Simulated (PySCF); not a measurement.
Molecule: `C=N[SiH2]C[SiH3]`, C₂H₉NSi₂.

Bonds (- single, = double, # triple, : aromatic): C1=N2 1.260 Å, N2-Si3 1.758 Å, Si3-C4 1.871 Å, C4-Si5 1.888 Å. C1 carries H6, H7; Si3 carries H8, H9; C4 carries H10, H11; Si5 carries H12, H13, H14. H6 is cis to Si3; H7 is trans to Si3.

Geometry PBE0-D3(BJ)/def2-SVP throughout; GIAO in PySCF, gas phase, one conformer, non-relativistic; equivalent atoms averaged; functional PBE0.

For orientation, 6-31G gives these absolute shieldings σ: C1 37.7, C4 211.1, N2 -132.3, Si3 437.9, Si5 491.7, H7 23.37, H8/H9 27.36, H12/H13/H14 28.74, H10/H11 32.69 ppm.

A run gave: C1 9.5, C4 196.2, N2 -161.9, Si3 368.9, Si5 420.1, H7 22.76, H8/H9 26.30, H12/H13/H14 27.18, H10/H11 31.33 ppm (absolute shieldings σ).

**Question.** Which basis set was used in that run?
A. def2-TZVP
B. pcSseg-1
C. STO-3G
D. 6-31G*
E. def2-SVP

**Answer.** B. Si5 tells them apart best: pcSseg-1 gives 420.1, def2-TZVP gives 400.6, 6-31G* gives 457.4, def2-SVP gives 477.2, STO-3G gives 579.4 ppm.
